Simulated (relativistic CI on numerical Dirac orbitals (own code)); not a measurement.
**L2,3 absorption of cobalt in several valence states**

Computed multiplet spectra 2p⁶3dⁿ → 2p⁵3dⁿ⁺¹ (Dirac-Coulomb-Breit ions, Slater integrals scaled by 0.9, an assumed crystal field that grows with the charge, no charge transfer; 300 K; Lorentzian 0.4 eV and Gaussian 0.3 eV FWHM at both edges, so that L2 comes out sharper than in experiment). Peaks over 5 % are given in eV from the highest peak in the L3 region of each spectrum (height, largest 100). S of the lowest state is read from ⟨S²⟩, and the branching ratio is the share of L3, cut at the minimum between the edges.

Field parameters in Wybourne normalisation: Oh B⁴₀ = 21Dq, B⁴₄ = √(5/14) B⁴₀. The field is a parameter set, without covalency.

- Co²⁺ (d7, Oh, 10Dq = 10450 cm⁻¹): S = 1.50, high spin, branching ratio 0.82; peaks -3.5 (55), -2.0 (86), -1.3 (89), 0.0 (100), 2.7 (11), 13.4 (27), 14.3 (30), 14.6 (28), 16.3 (6), 16.8 (5)
- Co³⁺ (d6, Oh, 10Dq = 13500 cm⁻¹): S = 2.00, high spin, branching ratio 0.78; peaks -2.8 (19), -1.6 (24), 0.0 (100), 1.5 (49), 3.5 (20), 5.4 (7), 13.4 (10), 15.2 (33), 16.8 (9), 19.2 (7)
- Co⁴⁺ (d5, Oh, 10Dq = 16550 cm⁻¹): S = 2.50, high spin, branching ratio 0.78; peaks -2.3 (27), 0.0 (100), 2.0 (30), 4.0 (7), 4.9 (10), 6.3 (6), 13.6 (14), 16.1 (17), 17.2 (12), 17.8 (15)
- Co⁵⁺ (d4, Oh, 10Dq = 19550 cm⁻¹): S = 1.99, high spin, branching ratio 0.65; peaks -3.4 (21), -2.6 (44), -1.6 (38), 0.0 (100), 2.3 (67), 4.4 (30), 9.7 (24), 11.5 (32), 12.3 (36), 13.5 (19), 15.3 (27), 16.6 (40), 18.1 (16)

The centroid of the whole edge, which also moves with the branching ratio, lies at 783.9 (Co²⁺), 787.3 (Co³⁺), 791.5 (Co⁴⁺), 796.6 (Co⁵⁺) eV in this ionic model, in steps of 3.4 to 5.1 eV. Compounds show about 1 to 2 eV a unit and lower energies for the high valences, since ligands screen the charge. The multiplet shape follows the d count and the spin state, and so serves as a fingerprint of valence. Real compounds of Co³⁺, Co⁴⁺, Co⁵⁺ are mostly low spin, since covalency shrinks the Slater integrals more than this scale does.
